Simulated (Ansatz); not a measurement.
sulfur hexafluoride cation (F6S), SMILES FS(F)(F)(F)(F)F (connectivity only; charge and spin as stated), charge +1, multiplicity 2.

Geometry: TPSSh-D3(BJ)/def2-SVP. The multiplicity is an assumed one; no other spin state was optimised.

Two levels are set side by side: PBE/def2-SVPD (Ansatz, a quantum-chemistry and plane-wave program) and CAM-B3LYP/def2-SVPD (Ansatz). Energy differences of separate SCF runs at the same geometry; the states with an electron removed or added have multiplicity 3 and 1. Differences are taken from unrounded values.

```
quantity                           PBE
-------------------------------  -----
vertical ionisation energy (eV)  21.21
vertical electron affinity (eV)  13.92
```

Question: These are the PBE values. What does CAM-B3LYP give? (Estimate from the structure and the level; the computed values follow.)

Answer: 
```tsv
quantity	CAM-B3LYP	PBE minus CAM-B3LYP
vertical ionisation energy (eV)	22.58	-1.38
vertical electron affinity (eV)	15.59	-1.68
```
